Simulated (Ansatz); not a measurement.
Species: C₄H₆NS, charge 1, multiplicity 1. It need not be the lowest isomer of its formula. 
Coordinates optimised at B3LYP-D3(BJ)/def2-TZVP (Ansatz, an electronic-structure program):
```
C
C 1 1.3634
H 2 1.0785 1 129.14
C 1 1.4140 2 115.43 3 -180.00
C 4 1.3653 1 110.14 2 0.00
H 5 1.0778 4 127.51 1 180.00
H 4 1.0806 5 124.23 6 0.00
N 1 1.4781 2 122.50 3 0.00
H 8 1.0230 1 110.79 2 0.00
H 8 1.0255 9 107.46 1 122.23
H 8 1.0255 9 107.46 10 115.53
S 2 1.7081 3 121.21 1 -180.00
```
Charge +1, spin multiplicity 1.

Basis-set convergence of Hartree-Fock and MP2 correlation energies (hartree) with Ansatz. Cores are frozen in the correlated levels unless marked. Spin-orbit coupling is left out. No relativistic terms.

The Hartree-Fock reference is unstable (checked in the largest basis), which strains HF and MP2. 

| basis | functions | E(HF) | E(corr, MP2) |
|---|---|---|---|
| cc-pV(D+d)Z | 123 | -606.71417 | -0.83037 |
| cc-pV(T+d)Z | 273 | -606.78575 | -1.01820 |
| cc-pV(Q+d)Z | 519 | -606.80260 | -1.08621 |

Extrapolating the two largest sets (X = 3 and 4) as X^-3: E(corr) = (64·(-1.08621) - 27·(-1.01820))/37 = -1.1358 Eh, an estimate of the basis-set limit. The largest set recovers 95.6 % of it, the smallest 73.1 %.
